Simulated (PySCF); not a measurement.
## Vertical excitation energies

Compound: C6H9FO2.
SMILES: `O=CC1(F)CCOCC1`

Method used: TDDFT PBE0/def2-SVPD, vertical, gas phase, core orbitals frozen in the response in PySCF 2.14.0, density-fitted response routines. Geometry: GFN2-xTB, one conformer, isolated molecule.

Problem. List the vertical singlet excitations with oscillator strengths and describe the spectrum.

Solution. 

```json
{"state": "S1", "E (eV)": "4.11", "λ (nm)": "302.0", "f": "0.0001", "symmetry": "–", "main configurations (H = HOMO, L = LUMO)": "H→L (55%), H-1→L (41%)"}
{"state": "S2", "E (eV)": "5.29", "λ (nm)": "234.2", "f": "0.0001", "symmetry": "–", "main configurations (H = HOMO, L = LUMO)": "H-1→L (57%), H→L (43%)"}
{"state": "S3", "E (eV)": "6.78", "λ (nm)": "182.8", "f": "0.0036", "symmetry": "A″", "main configurations (H = HOMO, L = LUMO)": "H-2→L (96%)"}
{"state": "S4", "E (eV)": "6.83", "λ (nm)": "181.4", "f": "0.031", "symmetry": "A′", "main configurations (H = HOMO, L = LUMO)": "H-3→L (96%)"}
{"state": "S5", "E (eV)": "7.11", "λ (nm)": "174.4", "f": "0.0003", "symmetry": "–", "main configurations (H = HOMO, L = LUMO)": "H→L+1 (92%)"}
{"state": "S6", "E (eV)": "7.38", "λ (nm)": "167.9", "f": "0.0039", "symmetry": "A′", "main configurations (H = HOMO, L = LUMO)": "H-1→L+1 (88%)"}
```

Triplets (Tamm–Dancoff): T1 3.49 eV, H→L (50%), H-1→L (45%); T2 5.26 eV, H-1→L (52%), H→L (47%).

The lowest singlet comes at 302 nm (396 kJ/mol) in the ultraviolet; it is dark (f under 0.0005); its leading configuration is HOMO→LUMO (55%). The most intense listed level is S4 at 6.83 eV (181 nm, f = 0.031), 2.73 eV above S1. Löwdin shares by element: HOMO oxygen 57%, carbon 12% or more (atoms not listed hold the other 30%); LUMO carbon 49% or more, oxygen 34% or more, hydrogen 6% or more. Orbital energies (eV): HOMO-3 -9.45, HOMO-2 -9.32, HOMO-1 -7.91, HOMO -7.60, LUMO -1.39, LUMO+1 0.61, LUMO+2 1.27. Weighted by f, the mean energy of these states is 6.88 eV. The oscillator strengths of these states sum to 0.039; summed over the whole spectrum of an exact calculation they would give the number of electrons, 70 (Thomas–Reiche–Kuhn). Symmetry labels in Cs follow from the direction of the transition dipole and are given only for states with f of 0.002 or more. Singlets were solved by full linear response, triplets in the Tamm–Dancoff approximation.
